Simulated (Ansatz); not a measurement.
Reaction (homolysis of the C–Si bond): `C[Si](O)([SiH3])Cl` → `[CH3]`• + `O[Si]([SiH3])Cl`•

Gas-phase electronic energies from Ansatz, PBE0-D4/def2-TZVP geometries. CCSD(T)/CBS is the MP2 limit (def2-TZVPP, def2-QZVPP) plus CCSD(T) − MP2 in def2-TZVPP, frozen cores. This one scheme is used for every species. Functionals use def2-TZVPP. B3LYP here is the variant with VWN-RPA as its local correlation; programs differ in this. Open shells (•) are unrestricted, without spin–orbit coupling. Each species was taken in one conformer, which may not be the lowest.

`C[Si](O)([SiH3])Cl`:

```xyz
12

C    -1.449    0.949   -0.196
Si   -0.271   -0.396    0.314
O    -0.017   -0.420    1.936
Si    1.841   -0.277   -0.680
Cl   -1.144   -2.190   -0.265
H    -1.593    0.943   -1.279
H    -2.425    0.807    0.275
H    -1.059    1.926    0.099
H    -0.764   -0.598    2.512
H     2.530    0.984   -0.291
H     1.682   -0.291   -2.159
H     2.670   -1.438   -0.266
```

`[CH3]`•:

Z-matrix (Å, degrees):
```
C
H 1 1.080
H 1 1.080 2 120.0
H 1 1.080 2 120.0 3 180.0
```

`O[Si]([SiH3])Cl`•:

```xyz
8

O    -0.776   -1.077   -1.512
Si    0.515   -0.824   -0.523
Si   -0.187    0.584    1.225
Cl    2.023    0.117   -1.600
H    -0.613   -1.388   -2.405
H    -1.256   -0.109    1.990
H    -0.694    1.887    0.717
H     0.987    0.809    2.107
```

CCSD(T)/CBS gives +394.1 kJ/mol.

**Question.** Another level gave +360.4 kJ/mol. Which?
A. HF/def2-TZVPP
B. r2SCAN-D4/def2-TZVPP
C. B3LYP/def2-TZVPP
D. BLYP/def2-TZVPP

**Answer.** B. r2SCAN-D4 360.4, HF/def2-TZVPP 281.6, BLYP 341.1, B3LYP 355.4 kJ/mol.

Largest T1 diagnostic among the species: 0.015.

In def2-TZVPP, CCSD(T) changes the Hartree–Fock value by +104.2 kJ/mol (the triples alone add +7.8 kJ/mol) and MP2 by +118.8 kJ/mol; breaking electron pairs costs correlation energy, which Hartree–Fock lacks. The D4 term adds +13.6 kJ/mol with B3LYP and +7.6 kJ/mol with PBE0; it sums over pairs of atoms, weighted by their polarisabilities, and B3LYP, whose exchange is more repulsive, gets the larger term.
